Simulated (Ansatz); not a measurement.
`C[SiH2]SS` and `C[SiH2]SC#N` differ in one atom or group.

Ansatz, PBE0-D4/def2-TZVP geometries, multiplicity 1. Each molecule was computed in one conformer, which needn't be the lowest.

```csv
property,`C[SiH2]SS`
LUMO energy (B3LYP/def2-TZVPP) / eV,-1.27
size of the dipole moment (ωB97M-V/def2-TZVPP) / D,1.43
size of the dipole moment (PBE/def2-TZVPP) / D,1.38
HOMO–LUMO gap (B3LYP/def2-TZVPP) / eV,5.65
HOMO energy (PBE/def2-TZVPP) / eV,-5.96
LUMO energy (PBE0/def2-TZVPP) / eV,-1.05
```

Give the same properties after the change, and the shifts. (Best estimate.)

Ansatz gave: 
| property | `C[SiH2]SC#N` | shift |
| --- | --- | --- |
| LUMO energy (B3LYP/def2-TZVPP) / eV | -0.72 | 0.55 |
| size of the dipole moment (ωB97M-V/def2-TZVPP) / D | 4.02 | 2.59 |
| size of the dipole moment (PBE/def2-TZVPP) / D | 3.96 | 2.58 |
| HOMO–LUMO gap (B3LYP/def2-TZVPP) / eV | 6.92 | 1.27 |
| HOMO energy (PBE/def2-TZVPP) / eV | -6.68 | -0.72 |
| LUMO energy (PBE0/def2-TZVPP) / eV | -0.52 | 0.53 |

With PBE0 the HOMO falls by 0.72 eV and the LUMO rises by 0.53 eV, so the gap widens by about 1.25 eV. PBE moves the HOMO by -0.72 eV and ωB97M-V by -0.70 eV. Dipoles are sizes alone; their direction can turn.

B3LYP here is the variant with VWN-RPA as its local correlation; programs differ in this.
